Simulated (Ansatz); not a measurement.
Calculated with Ansatz (gas phase, PBE0-D4/def2-TZVP geometries, no zero-point term in ΔE). CBS: MP2 limit from def2 TZ/QZ plus the TZ coupled-cluster correction, frozen cores. Functionals use def2-TZVPP. B3LYP here is the variant with VWN-RPA as its local correlation; programs differ in this. For Se outer-core shells are correlated without core-valence functions, which leaves a few kJ/mol of doubt a bond. Scalar relativity is left out up to krypton. Each species was taken in one conformer, which may not be the lowest.

Consider the ligand exchange at the Se–C bond: `[AlH2]/[N]=C\[SeH]` + H₂Se → `[SeH][SeH]` + `C=[N][AlH2]`.

Problem. Is it downhill or uphill in electronic energy at CCSD(T)/CBS, and by how much? (Best estimate.)

Solution. Ansatz gave: Downhill: ΔE = -1.4 kcal/mol.

Problem. What do these levels give: PBE-D4, r2SCAN-D4, B3LYP-D4, r2SCAN0-D4, PBE, revPBE, LC-ωPBE, RPA@PBE/def2-TZVPP, CCSD(T)/def2-SVP, HF/def2-TZVPP, HF/def2-QZVPP, MP2/def2-QZVPP? (An estimate is asked.)

Solution. The calculation gave: PBE-D4 -0.1, r2SCAN-D4 0.6, B3LYP-D4 -1.5, r2SCAN0-D4 -0.7, PBE -0.5, revPBE -1.1, LC-ωPBE -1.8, RPA@PBE/def2-TZVPP -0.7, CCSD(T)/def2-SVP 0.0, HF/def2-TZVPP -4.9, HF/def2-QZVPP -5.2, MP2/def2-QZVPP 0.2 kcal/mol.

Largest T1 diagnostic among the species: 0.015.

From r2SCAN to r2SCAN0 (25 % exact exchange), in def2-TZVPP and without D4, ΔE moves by −1.3 kcal/mol. At CCSD(T), def2-SVP lies +1.4 kcal/mol from the extrapolated value and def2-TZVPP +1.1 kcal/mol. In def2-TZVPP, CCSD(T) changes the Hartree–Fock value by +4.6 kcal/mol (the triples alone add +0.9 kcal/mol) and MP2 by +5.8 kcal/mol.
